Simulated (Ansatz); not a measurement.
Gas-phase electronic energies from Ansatz, PBE0-D4/def2-TZVP geometries. CBS: MP2 limit from def2 TZ/QZ plus the TZ coupled-cluster correction, frozen cores. This one scheme is used for every species. Functionals use def2-TZVPP. Open shells (•) are unrestricted, without spin–orbit coupling. Each species was taken in one conformer, which may not be the lowest.

Consider the hydrogen abstraction from the Si–H bond: `C[SiH](O)Cl` + `[SiH3]`• → `C[Si](O)Cl`• + SiH₄.

```
           level  ΔE (kJ/mol)
       revPBE-D4         -3.2
             PBE         -3.5
CCSD(T)/def2-SVP          9.9
 CCSD/def2-TZVPP          9.5
```

Task: What does CCSD(T)/CBS give? (An estimate is asked.)

Result: Ansatz gave: +6.6 kJ/mol. The listed levels differ from it by -9.8, -10.1, 3.3, 2.9 kJ/mol.

Task: What do rigid-rotor, harmonic-oscillator terms from PBE0-D4/def2-TZVP frequencies (298.15 K, 1 bar) make of the CCSD(T)/CBS value? (Best estimate.)

Result: Computed: ΔZPE = +2.2 kJ/mol, ΔH = +8.5 kJ/mol, ΔS = -8 J/(mol·K), ΔG = +11.0 kJ/mol. Open shells count their whole term as degenerate.

Largest T1 diagnostic among the species: 0.015.

From PBE to PBE0 (25 % exact exchange), in def2-TZVPP and without D4, ΔE moves by +5.8 kJ/mol. Leaving LDA and LC-ωPBE aside and taking each functional with its dispersion term where it has one, the values, not all of them listed here, spread over 12.7 kJ/mol, from BLYP-D4 to PBE-QIDH.
